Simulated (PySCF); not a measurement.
Compound: CH2=CFCOOEt, C5H7FO2.
Numbering: `[CH2:1]=[C:2]([F:3])[C:4](=[O:5])[O:6][CH2:7][CH3:8]`

A calculation gives these core lines: C 1s: 290.82 (area 1), 291.13 (area 1), 292.64 (area 1), 293.46 (area 1), 294.74 (area 1) eV; O 1s: 537.70 (area 1), 539.51 (area 1) eV; F 1s: 693.34 eV.

Method: delta-SCF UKS SCAN, pcX-2 on the ionised atom, pcseg-1 elsewhere, spin-free X2C (PySCF). Isolated species at its PBE0-D3(BJ)/def2-SVP geometry (one conformer only).

Question: Which carbon gives which C 1s line?

Answer: 290.82 eV: C1 (terminal =CH2 carbon); 291.13 eV: C8 (methyl carbon); 292.64 eV: C7 (sp3 carbon bound to oxygen); 293.46 eV: C2 (vinylic C–F carbon); 294.74 eV: C4 (ester carbonyl carbon). Lowest listed C 1s: C1, bonded to C (double bond) and 2 H. Highest, 3.92 eV above it: C4, bonded to O (double bond), O and C. Summing the Pauling electronegativity differences to the bonded atoms, each weighted by its formal bond order, gives -0.70 for the lowest site and +2.67 for the highest; no listed site has a larger sum than the highest. The smallest sum, -1.05, belongs to C8, 0.31 eV above the lowest.

Question: Which oxygen gives which O 1s line?

Answer: 537.70 eV: O5 (ester carbonyl oxygen); 539.51 eV: O6 (ester single-bonded oxygen). Lowest listed O 1s: O5, bonded to C (double bond). Highest, 1.81 eV above it: O6, bonded to 2 C. Summing the Pauling electronegativity differences to the bonded atoms, each weighted by its formal bond order, gives -1.78 for the lowest site and -1.78 for the highest; the sum is the same at every site.

Bonded neighbours of each site: C1: C (double bond) and 2 H; C2: F, C (double bond) and C; F3: C; C4: O (double bond), O and C; O5: C (double bond); O6: 2 C; C7: O, C and 2 H; C8: C and 3 H.

Question: Express the binding energy of C 1s of C2 in atomic units and per mole.

Answer: 293.46 eV = 10.7845 Eh = 28315 kJ/mol.

The values belong to the conformer `[CH2:1]=[C:2]([F:3])[C:4](=[O:5])[O:6][CH2:7][CH3:8]`: C1–C2–C4–O5 0°, C2–C4–O6–C7 180°, C4–O6–C7–C8 -179°.
